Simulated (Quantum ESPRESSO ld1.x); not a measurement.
Results of a calculation; reference values are marked as such.
Q: Species: Ne VIII. Configuration: [He] 2s1 (the NIST ground configuration). Level of theory: scalar-relativistic Kohn-Sham, LDA (Slater exchange, VWN5 correlation), spin-polarised, spherical densities, point nucleus; open shells are filled with parallel spins first (ld1.x of Quantum ESPRESSO 7.5). Some entries of the table are withheld. Estimate them.

| orbital | occ. | eigenvalue (eV) | <1/r> (bohr^-1) | <r> (bohr) |
|---|---|---|---|---|
| 1s up | 1 | -1082.99 | 9.644 | (1) |
| 1s down | 1 | -1080.65 | 9.645 | (2) |
| 2s up | 1 | -225.264 | (3) | 0.6863 |
| 2s down | 0 | -215.039 | (4) | 0.6933 |

A: 
(1) 1s up <r> (bohr): 0.1572
(2) 1s down <r> (bohr): 0.1571
(3) 2s up <1/r> (bohr^-1): 2.153
(4) 2s down <1/r> (bohr^-1): 2.136
